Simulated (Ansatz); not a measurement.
A run for Ansatz (a first-principles code): R-BHLYP/def2-TZVPP on H2O (SMILES O).

Ansatz 0.2 input:
```yaml
crystal:
  periodic: [false, false, false]
  atoms:
    - {symbol: O, position_ang: [-0.00000000, 0.00000000, 0.38961139]}
    - {symbol: H, position_ang: [0.00000000, 0.76498632, -0.19485569]}
    - {symbol: H, position_ang: [0.00000000, -0.76498632, -0.19485569]}
basis:
  gaussian:
    orbitals: def2-TZVPP
hamiltonian:
  xc: {name: BHLYP}
scf: {lower_state_search: off}
```

**Question.** Predict the final total energy.

**Answer.** -76.4230 hartree.
